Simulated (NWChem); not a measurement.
Program: NWChem. System: 1,2,4-triazole (C2H3N3), charge 0, spin multiplicity 1, at a geometry optimised with PBE0/def2-SVP. Level: LC-wPBE (omega 0.3 per bohr)/def2-TZVP.

The NWChem input:

```
start mol
memory heap 200 mb stack 900 mb global 1100 mb
geometry units angstroms nocenter noautoz
  C     -1.113829    -0.021465     0.000000
  N     -0.411629     1.137862     0.000000
  C      0.834517     0.722059     0.000000
  N      0.860860    -0.624783     0.000000
  N     -0.379526    -1.117783     0.000000
  H     -2.202705    -0.062580     0.000000
  H      1.731835     1.340672     0.000000
  H      1.658810    -1.248726     0.000000
  symmetry group Cs
end
basis spherical
  * library def2-tzvp
end
dft
  xc xwpbe 1.00 cpbe96 1.0 hfexch 1.00
  cam 0.3 cam_alpha 0.00 cam_beta 1.00
  direct
  iterations 100
end
task dft energy
```

Part of the output:

```
             Northwest Computational Chemistry Package (NWChem) 7.3.0
             --------------------------------------------------------

                                NWChem Input Module
                                -------------------

 Scaling coordinates for geometry "geometry" by  1.889725989
 (inverse scale =  0.529177249)

 Turning off AUTOSYM since
 SYMMETRY directive was detected!

                             Geometry "geometry" -> ""
                             -------------------------

 Output coordinates in angstroms (scale by  1.889725989 to convert to a.u.)

  No.       Tag          Charge          X              Y              Z
 ---- ---------------- ---------- -------------- -------------- --------------
    1 C                    6.0000    -1.11382900    -0.02146500     0.00000000
    2 N                    7.0000    -0.41162900     1.13786200     0.00000000
    3 C                    6.0000     0.83451700     0.72205900     0.00000000
    4 N                    7.0000     0.86086000    -0.62478300     0.00000000
    5 N                    7.0000    -0.37952600    -1.11778300     0.00000000
    6 H                    1.0000    -2.20270500    -0.06258000     0.00000000
    7 H                    1.0000     1.73183500     1.34067200     0.00000000
    8 H                    1.0000     1.65881000    -1.24872600     0.00000000

 Effective nuclear repulsion energy (a.u.)     166.2245321444

            Nuclear Dipole moment (a.u.)
            ----------------------------
        X                 Y               Z
 ---------------- ---------------- ----------------
     0.0000056692     0.0000037795     0.0000000000

      Symmetry information
      --------------------

 Group name             Cs
 Group number              2
 Group order               2
 No. of unique centers     8

      Symmetry unique atoms

     1    2    3    4    5    6    7    8


 Summary of "ao basis" -> "" (spherical)
 ------------------------------------------------------------------------------
       Tag                 Description            Shells   Functions and Types
 ---------------- ------------------------------  ------  ---------------------
 *                         def2-tzvp                  on all atoms

  pbe96 is a nonlocal functional; adding pw91lda local functional.

                                 NWChem DFT Module
                                 -----------------

 Summary of "ao basis" -> "ao basis" (spherical)
 ------------------------------------------------------------------------------
       Tag                 Description            Shells   Functions and Types
 ---------------- ------------------------------  ------  ---------------------
 C                         def2-tzvp                11       31   5s3p2d1f
 N                         def2-tzvp                11       31   5s3p2d1f
 H                         def2-tzvp                 4        6   3s1p

 Summary of "ao basis" -> "ao basis" (spherical)
 ------------------------------------------------------------------------------
       Tag                 Description            Shells   Functions and Types
 ---------------- ------------------------------  ------  ---------------------
 C                         def2-tzvp                11       31   5s3p2d1f
 N                         def2-tzvp                11       31   5s3p2d1f
 H                         def2-tzvp                 4        6   3s1p

      Symmetry analysis of basis
      --------------------------
[...]
 d= 0,ls=0.0,diis     3   -242.1345790255 -4.50D-02  7.36D-04  8.98D-02    85.4
 d= 0,ls=0.0,diis     4   -242.1430504393 -8.47D-03  1.83D-04  2.36D-03   114.4
 d= 0,ls=0.0,diis     5   -242.1432870926 -2.37D-04  8.94D-05  5.17D-04   143.3
  Resetting Diis
 d= 0,ls=0.0,diis     6   -242.1433427400 -5.56D-05  4.77D-05  4.13D-05   172.2
 d= 0,ls=0.0,diis     7   -242.1433485620 -5.82D-06  1.73D-05  7.14D-06   201.0
 d= 0,ls=0.0,diis     8   -242.1433486741 -1.12D-07  7.35D-06  8.99D-06   230.0

         Total DFT energy =     -242.143348674130
      One electron energy =     -656.382823917003
           Coulomb energy =      280.527454057747
    Exchange-Corr. energy =      -32.512510959290
 Nuclear repulsion energy =      166.224532144416

 Numeric. integr. density =       35.999990789981

     Total iterative time =    228.4s

                  Occupations of the irreducible representations
                  ----------------------------------------------

                     irrep           alpha         beta
                     --------     --------     --------
                     a'               15.0         15.0
                     a"                3.0          3.0

                       DFT Final Molecular Orbital Analysis
                       ------------------------------------

 Vector   16  Occ=2.000000D+00  E=-4.058787D-01  Symmetry=a"
              MO Center= -3.2D-02,  3.2D-01, -4.0D-15, r^2= 2.0D+00
   Bfn.  Coefficient  Atom+Function         Bfn.  Coefficient  Atom+Function
  ----- ------------  ---------------      ----- ------------  ---------------
    39      0.307970  2 N  pz                42      0.265592  2 N  pz
   101     -0.258345  4 N  pz               104     -0.228112  4 N  pz
   107     -0.180699  4 N  pz                45      0.159952  2 N  pz
     8      0.137199  1 C  pz                11      0.126570  1 C  pz
   132     -0.125088  5 N  pz               135     -0.109313  5 N  pz

 Vector   17  Occ=2.000000D+00  E=-3.789227D-01  Symmetry=a'
              MO Center= -4.2D-01,  4.6D-01,  6.4D-15, r^2= 2.4D+00
   Bfn.  Coefficient  Atom+Function         Bfn.  Coefficient  Atom+Function
  ----- ------------  ---------------      ----- ------------  ---------------
    38      0.329968  2 N  py                41      0.266838  2 N  py
   131      0.253756  5 N  py               134      0.210613  5 N  py
    44      0.199438  2 N  py                35      0.194528  2 N  s
   137      0.172071  5 N  py                 7     -0.143360  1 C  py
    66     -0.139494  3 C  s                 97      0.114295  4 N  s

 Vector   18  Occ=2.000000D+00  E=-3.722384D-01  Symmetry=a"
              MO Center= -1.0D-01, -2.6D-01, -6.2D-16, r^2= 2.1D+00
   Bfn.  Coefficient  Atom+Function         Bfn.  Coefficient  Atom+Function
  ----- ------------  ---------------      ----- ------------  ---------------
   132      0.270426  5 N  pz                 8      0.237394  1 C  pz
    70     -0.238440  3 C  pz               135      0.234172  5 N  pz
    11      0.213631  1 C  pz                73     -0.213663  3 C  pz
   138      0.166894  5 N  pz               101     -0.163008  4 N  pz
   104     -0.145150  4 N  pz                76     -0.126886  3 C  pz

 Vector   19  Occ=0.000000D+00  E= 7.608411D-02  Symmetry=a"
              MO Center=  3.2D-01,  3.4D-02,  2.6D-17, r^2= 2.7D+00
   Bfn.  Coefficient  Atom+Function         Bfn.  Coefficient  Atom+Function
  ----- ------------  ---------------      ----- ------------  ---------------
    76      0.543354  3 C  pz               107     -0.472811  4 N  pz
   138      0.393223  5 N  pz                73      0.288710  3 C  pz
    70      0.285393  3 C  pz               101     -0.267050  4 N  pz
   132      0.254782  5 N  pz                14     -0.235752  1 C  pz
   104     -0.225478  4 N  pz                45     -0.213466  2 N  pz

 Vector   20  Occ=0.000000D+00  E= 1.000139D-01  Symmetry=a'
              MO Center=  2.1D+00, -1.3D+00, -2.2D-15, r^2= 3.6D+00
   Bfn.  Coefficient  Atom+Function         Bfn.  Coefficient  Atom+Function
  ----- ------------  ---------------      ----- ------------  ---------------
   170      2.098903  8 H  s                 98     -1.397675  4 N  s
   164      0.809982  7 H  s                105     -0.765275  4 N  px
   106      0.541188  4 N  py                75     -0.452637  3 C  py
   129     -0.440658  5 N  s                 67     -0.279052  3 C  s
    36     -0.262748  2 N  s                 44      0.263590  2 N  py

 Vector   21  Occ=0.000000D+00  E= 1.214397D-01  Symmetry=a"
              MO Center= -5.4D-01,  2.4D-01, -2.5D-13, r^2= 2.8D+00
   Bfn.  Coefficient  Atom+Function         Bfn.  Coefficient  Atom+Function
  ----- ------------  ---------------      ----- ------------  ---------------
    14      0.626444  1 C  pz                45     -0.564310  2 N  pz
    76      0.381076  3 C  pz               138     -0.368165  5 N  pz
    39     -0.300274  2 N  pz                11      0.297690  1 C  pz
     8      0.290431  1 C  pz                42     -0.230776  2 N  pz
   132     -0.200419  5 N  pz               135     -0.159613  5 N  pz

 center of mass
 --------------
 x =  -0.03225862 y =  -0.00084829 z =   0.00000000

 moments of inertia (a.u.)
 ------------------
         181.200094039886           0.861563009100           0.000000000000
           0.861563009100         173.829131611677           0.000000000000
           0.000000000000           0.000000000000         355.029225651562

     Multipole analysis of the density
     ---------------------------------

     L   x y z        total         alpha         beta         nuclear
     -   - - -        -----         -----         ----         -------
     0   0 0 0     -0.000000    -18.000000    -18.000000     36.000000

     1   1 0 0      1.124142      0.562068      0.562068      0.000006
     1   0 1 0     -0.284726     -0.142365     -0.142365      0.000004
     1   0 0 1     -0.000000     -0.000000     -0.000000      0.000000

     2   2 0 0    -15.420782    -60.574504    -60.574504    105.728226
     2   1 1 0     -0.544893     -0.403044     -0.403044      0.261195
     2   1 0 1     -0.000000     -0.000000     -0.000000      0.000000
     2   0 2 0    -24.594161    -60.565857    -60.565857     96.537553
     2   0 1 1      0.000000      0.000000      0.000000      0.000000
     2   0 0 2    -22.205159    -11.102579    -11.102579      0.000000

 Task  times  cpu:      230.1s     wall:      230.1s

 Total times  cpu:      230.1s     wall:      230.1s
```
